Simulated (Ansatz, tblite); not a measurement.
Cost and result up the ladder for the cluster Te4Pb2 (the lowest singlet isomer of a short search) (6 atoms). The state is a singlet with charge 0. Geometry: PBE-D4/def2-SVP.

```xyz
6

Pb   -1.398    0.039   -1.902
Pb    2.328    0.209    0.334
Te    0.192    2.259   -0.306
Te   -1.922   -1.568    0.468
Te    0.323    1.142    2.227
Te    0.477   -2.081   -0.822
```

Ansatz on 4 threads of Arm Neoverse V1 on a shared host; xTB runs through tblite on one thread. Times are rough, summed over both states, and most runs start from the orbitals of an earlier one. PBE0-D4/def2-TZVP serves as the yardstick here, not as an exact answer. The other state is a doublet.

In the def2 sets Pb, Te take a core potential; there is no spin–orbit coupling. The xTB rows come from tblite. HSE06 is defined as in plane-wave codes, on full-range PBE exchange. The structure comes from a short search, and lower isomers may exist.

Raw xTB energies of ions are shifted by several eV.

```csv
level,functions,wall time,vertical IE (eV),difference from PBE0-D4/def2-TZVP (eV)
GFN1-xTB,44,0.013 s,10.70,3.77
GFN2-xTB,44,0.023 s,11.27,4.34
PBE-D4/def2-TZVP,300,24 s,6.75,-0.18
PBE0-D4/def2-TZVP (with forces),300,81 s,6.93,0.00
HSE06-D4/def2-TZVP,300,83 s,6.92,-0.01
```
